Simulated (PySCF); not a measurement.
dihydroxy(hydroxysilyl)silane (H₆O₃Si₂), SMILES O[SiH2][SiH](O)O. Atoms are numbered in the order given.

```xyz
11

O      1.0891     1.6290     0.5656
Si     1.3544     0.3193    -0.4721
Si    -0.5892    -0.8489     0.0508
O     -1.0558    -0.1206     1.4737
O     -1.6451    -0.6016    -1.2168
H      1.7345     2.3430     0.5777
H      1.4788     0.7696    -1.8913
H      2.6252    -0.3889    -0.1198
H     -0.4810    -2.3071     0.3298
H     -0.6642     0.7605     1.5697
H     -2.5114    -1.0174    -1.1478
```
Charge 0, spin multiplicity 1.

Geometry optimised at ωB97X-D3(BJ)/def2-SVP. The values are those of a single conformer.

Two levels are set side by side: PBE/pcSseg-1 (PySCF) and PBE0/pcSseg-1 (PySCF). GIAO shifts against H2O (¹⁷O), TMS (²⁹Si), TMS (¹H) at the same level; non-relativistic, no solvent, atoms listed together averaged. Differences are taken from unrounded values.

```tsv
quantity	PBE0
δ(¹⁷O) of O1 (ppm)	-11.3
δ(²⁹Si) of Si2 (ppm)	-25.3
δ(²⁹Si) of Si3 (ppm)	-11.7
δ(¹H) of H6 (ppm)	0.68
δ(¹H) of H9 (ppm)	5.43
```

Q: What does PBE give, and how far is it from PBE0? (Estimate from the structure and the level; the computed values follow.)

A: 
```csv
quantity,PBE,PBE minus PBE0
δ(¹⁷O) of O1 (ppm),-6.3,5.0
δ(²⁹Si) of Si2 (ppm),-26.8,-1.5
δ(²⁹Si) of Si3 (ppm),-12.2,-0.5
δ(¹H) of H6 (ppm),0.41,-0.28
δ(¹H) of H9 (ppm),5.75,0.31
```

Rough cost on one machine, each run with all the roots and properties that it gave: PBE0 against PBE within a factor of 2.
